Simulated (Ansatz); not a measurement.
`[Cl][Al]1[CH2][CH2]1` + `C=N` → `N=[CH][Al]1[CH2][CH2]1` + HCl at 600 K and 1 bar (formal exchange of groups at the Al–Cl bond).

Gas-phase electronic energies from Ansatz, PBE0-D4/def2-TZVP geometries. CCSD(T)/CBS adds triple-zeta CCSD(T) − MP2 to the extrapolated MP2 energy (def2 sets, frozen cores). This one scheme is used for every species. Each species was taken in one conformer, which may not be the lowest.

| species | CCSD(T)/CBS energy (Eh) | H − E (kJ/mol) | S (J/(mol·K)) |
| --- | --- | --- | --- |
| `[Cl][Al]1[CH2][CH2]1` | -780.31123 | 187.2 | 379.0 |
| `C=N` | -94.52360 | 129.6 | 259.4 |
| `N=[CH][Al]1[CH2][CH2]1` | -414.38872 | 277.3 | 436.9 |
| HCl | -460.38127 | 35.4 | 207.2 |

H − E and S are ideal-gas, rigid-rotor, harmonic terms from PBE0-D4/def2-TZVP, for one conformer and one mirror image of each species. 1 Eh = 2625.50 kJ/mol, R = 8.31446 J/(mol·K).

**Question.** By hand: ΔE, ΔH, ΔS and ΔG.

**Answer.** ΔE = (-414.38872) + (-460.38127) − (-780.31123) − (-94.52360) = 0.06484 Eh = 170.2 kJ/mol. Δ(H − E) = 277.3 + 35.4 − 187.2 − 129.6 = -4.1, so ΔH = 166.1 kJ/mol. ΔS = 436.9 + 207.2 − 379.0 − 259.4 = 5.7 J/(mol·K). ΔG = 166.1 − 600 × (5.7)/1000 = 162.7 kJ/mol.

**Question.** By hand: the equilibrium constant, and the temperature at which ΔG would vanish if ΔH and ΔS stayed fixed.

**Answer.** log₁₀ K = −ΔG/(RT ln 10) = -14.2. ΔG = 0 at ΔH/ΔS = 29140 K, far beyond where these terms or the molecules hold.

The number of gas molecules stays the same, so ΔS is small and ΔH decides. A doubt of 5 kJ/mol in ΔE shifts log₁₀ K by 0.4 here. Other conformers and mirror images would add mixing entropy, several J/(mol·K) or more a flexible species. Modes under 60 cm⁻¹, often nearly free rotors, make the harmonic entropy too high. These are equilibria of isolated gas molecules and say nothing of rates. Largest T1 diagnostic: 0.013 (customary marks: 0.02 for closed shells, 0.045 for open ones).
